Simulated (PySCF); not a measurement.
**Which enantiomer?**

Method: PySCF 2.14.0, TDDFT CAM-B3LYP/def2-SVPD circular dichroism and optical rotation, one conformer, gas phase. Geometry: GFN2-xTB.

Values for one enantiomer of C₄H₄N₂Si, R in 10⁻⁴⁰ esu² cm² (velocity form):
| λ (nm) | f | R |
| --- | --- | --- |
| 210 | 0.158 | -24.6 |
| 207 | 0.088 | +52.2 |
| 187 | 0.013 | -19.7 |
| 178 | 0.007 | +2.9 |
| 178 | 0.015 | -30.4 |
| 173 | 0.0004 | -2.4 |
| 170 | 0.002 | -13.2 |
| 168 | 0.016 | +4.5 |
| 163 | 0.029 | +22.8 |
| 163 | 0.014 | -16.1 |
| 161 | 0.016 | +4.1 |
| 158 | 0.032 | -29.1 |

[α] at 589.3 nm: -95 deg dm⁻¹ (g/mL)⁻¹ (origin-invariant length gauge).

Question: Which structure gives these signs?
A. N#C[C@@H]1C[Si@@H]1C#N
B. N#C[C@H]1C[Si@H]1C#N

Answer: B. Its CIP labels in SMILES order are S, R; the other enantiomer gives every sign reversed.

The signs above follow by mirror symmetry from the run on the other enantiomer. Geometry of N#C[C@@H]1C[Si@@H]1C#N as run:
```xyz
11

N     0.778    1.591   -2.243
C     0.505    0.651   -1.646
C     0.171   -0.495   -0.895
C    -1.174   -0.482   -0.133
Si    0.313   -0.493    1.014
C     0.738    1.133    1.786
N     1.002    2.121    2.302
H     0.415   -1.415   -1.415
H    -1.756    0.424   -0.249
H    -1.782   -1.368   -0.261
H     0.795   -1.665    1.714
```
